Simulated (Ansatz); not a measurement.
Relaxation of H₉NOSi₃ (14 atoms, charge 0, multiplicity 1), to a largest force component of 0.02 eV/Å in at most 50 steps.

All numbers below come from RKS LDA/cc-pVDZ (Ansatz).

```xyz
14
Properties=species:S:1:pos:R:3:forces:R:3
O -2.371 -0.264 2.041 -1.38 0.84 2.28
Si -1.547 -0.577 0.679 -3.15 0.17 -2.02
N -0.002 -0.245 1.175 2.39 0.34 3.35
Si 1.216 -0.448 -0.086 4.78 -0.99 -2.63
Si 1.177 1.151 -1.775 -2.17 -0.05 1.04
H -2.108 0.584 2.501 -0.47 -0.85 -0.49
H -1.901 0.343 -0.408 -0.02 0.39 -0.59
H -1.639 -1.986 0.337 0.01 -0.83 -0.06
H 0.263 -0.889 1.969 0.07 0.82 -0.40
H 0.472 0.666 1.336 -0.74 0.41 0.87
H 0.951 -1.820 -0.624 -0.53 -0.27 -0.31
H 1.401 2.524 -1.164 -0.03 -0.01 -0.03
H -0.164 1.177 -2.516 0.25 0.38 -0.26
H 2.245 0.891 -2.708 0.99 -0.35 -0.75
```

Task: Where does it end, and by what steps?

Result: It converged. After 20 steps the energy has fallen by 2.203 eV; H12 moved furthest, 1.20 Å.

```json
{"step": "0", "energy less start (eV)": "0.0000", "largest force component (eV/Å)": "4.785", "accepted": "yes"}
{"step": "1", "energy less start (eV)": "-1.1984", "largest force component (eV/Å)": "2.748", "accepted": "yes"}
{"step": "2", "energy less start (eV)": "-1.7843", "largest force component (eV/Å)": "0.778", "accepted": "yes"}
{"step": "3", "energy less start (eV)": "-1.9564", "largest force component (eV/Å)": "0.403", "accepted": "yes"}
{"step": "4", "energy less start (eV)": "-2.0303", "largest force component (eV/Å)": "0.737", "accepted": "yes"}
{"step": "5", "energy less start (eV)": "-2.0759", "largest force component (eV/Å)": "0.344", "accepted": "yes"}
{"step": "6", "energy less start (eV)": "-2.0992", "largest force component (eV/Å)": "0.202", "accepted": "yes"}
{"step": "7", "energy less start (eV)": "-2.1395", "largest force component (eV/Å)": "0.832", "accepted": "yes"}
{"step": "8", "energy less start (eV)": "-2.1597", "largest force component (eV/Å)": "0.912", "accepted": "yes"}
{"step": "9", "energy less start (eV)": "-2.1724", "largest force component (eV/Å)": "0.636", "accepted": "yes"}
{"step": "10", "energy less start (eV)": "-2.1877", "largest force component (eV/Å)": "0.155", "accepted": "yes"}
{"step": "11", "energy less start (eV)": "-2.1915", "largest force component (eV/Å)": "0.119", "accepted": "yes"}
{"step": "12", "energy less start (eV)": "-2.1950", "largest force component (eV/Å)": "0.067", "accepted": "yes"}
{"step": "13", "energy less start (eV)": "-2.1965", "largest force component (eV/Å)": "0.034", "accepted": "yes"}
{"step": "14", "energy less start (eV)": "-2.1977", "largest force component (eV/Å)": "0.023", "accepted": "yes"}
{"step": "15", "energy less start (eV)": "-2.1993", "largest force component (eV/Å)": "0.073", "accepted": "yes"}
{"step": "16", "energy less start (eV)": "-2.2004", "largest force component (eV/Å)": "0.073", "accepted": "yes"}
{"step": "17", "energy less start (eV)": "-2.2017", "largest force component (eV/Å)": "0.087", "accepted": "yes"}
{"step": "18", "energy less start (eV)": "-2.2023", "largest force component (eV/Å)": "0.065", "accepted": "yes"}
{"step": "19", "energy less start (eV)": "-2.2027", "largest force component (eV/Å)": "0.043", "accepted": "yes"}
{"step": "20", "energy less start (eV)": "-2.2030", "largest force component (eV/Å)": "0.014", "accepted": "yes"}
```

```xyz
14
Properties=species:S:1:pos:R:3
O -2.275 0.014 1.976
Si -1.304 -0.575 0.734
N 0.451 -0.261 1.125
Si 1.461 -1.078 -0.430
Si 1.022 0.961 -1.617
H -2.534 0.953 1.901
H -1.560 0.148 -0.557
H -1.472 -2.058 0.810
H 0.745 -0.662 2.032
H 0.659 0.757 1.139
H 0.086 -1.669 -0.894
H 0.540 1.959 -0.549
H -0.061 0.988 -2.681
H 2.236 1.628 -2.234
```

Run time: 120 s on 2 threads of AMD EPYC 7571 (shared host), peak memory 0.21 GiB.
